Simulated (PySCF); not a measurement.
# Si³⁺ (silicon, charge +3) across methods

[Ne] 3s1, 2S determinant. Calculation: PySCF 2.14, in aug-cc-pV(5+d)Z (8s7p6d4f3g2h, 136 functions); no relativity, point nucleus. The B2PLYP total includes its PT2 part (frozen core); its orbital energies are those of the SCF part.

| method | E (hartree) | mean ε 2p α (eV) | mean ε 2p β (eV) | mean ε 3s α (eV) | Σ⟨r²⟩ (bohr²) | ⟨S²⟩ |
| --- | --- | --- | --- | --- | --- | --- |
| LDA | -286.0823 | -132.14 | -131.84 | -40.423 | 6.822 | 0.750 |
| r2SCANh | -287.2287 | -135.97 | -135.69 | -41.045 | 6.834 | 0.750 |
| UHF | -286.82148 | -152.23 | -151.84 | -44.670 | 6.890 | 0.750 |
| PBE | -287.1017 | -132.11 | -131.78 | -40.311 | 6.834 | 0.750 |
| r2SCAN | -287.2296 | -134.06 | -133.78 | -40.588 | 6.835 | 0.750 |
| CAM-B3LYP | -287.2533 | -138.55 | -138.25 | -43.131 | 6.814 | 0.750 |
| PBE0 | -287.1306 | -137.46 | -137.12 | -41.522 | 6.836 | 0.750 |
| B2PLYP | -287.1482 | -143.07 | -142.74 | -42.769 | 6.833 | 0.750 |
